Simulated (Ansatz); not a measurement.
Ansatz (an electronic-structure program) job for Ga(F) cation (FGa), SMILES [F][Ga] (connectivity only; charge and spin as stated), charge +1, multiplicity 2, ωB97X-V/def2-TZVPD. Geometry: PBE0-D3(BJ)/def2-TZVPD. The spin state was assumed, not searched.

Ansatz 0.2 input:
```yaml
crystal:
  periodic: [false, false, false]
  atoms:
    - {symbol: Ga, position_ang: [0.00000000, 0.00000000, -0.38387324]}
    - {symbol: F, position_ang: [0.00000000, 0.00000000, 1.32223006]}
basis:
  gaussian:
    orbitals: def2-TZVPD
hamiltonian:
  xc: {name: wB97X-V}
total_charge: 1
magnetization: {spin_polarized: true, initial_magnetization: 1}
```

Output:

```
WARN ansatz: RAYON_NUM_THREADS=1 ignored (pool sized by the plan → 1); use --threads N
Functional definition: wB97X-V
integrals: 0.03 GiB planned
607 factors; their error is unknown
integrals: 0.07 GiB planned
149 factors; integrals over basis functions are off by at most 5.3e-5 eV
mean field: 0.49 GiB planned
mean field evaluation 1: about -55065.0078 eV, gradient 7.4e1 eV
mean field evaluation 2: about -54943.4766 eV, gradient 1.8e2 eV
mean field evaluation 4: about -55081.1475 eV, gradient 2.9e0 eV
mean field evaluation 8: about -55081.2073 eV, gradient 2.0e-1 eV
mean field evaluation 16: about -55081.3202 eV, gradient 5.3e-5 eV
mean field -55081.32023303 eV, -2024.2011831040 hartree, gradient 5.3e-5 eV, S^2 0.753986; 0 other end points of the search recorded, 0 dependent functions left out
reference -55081.32023218 eV, -2024.2011830729 hartree; 20, 19 occupied and 74, 75 virtual orbitals, 607 factors
Total energy: -55081.32023218 eV, -2024.2011830729 hartree
```

The run converged.

Cost: roughly 2.4 core-seconds.
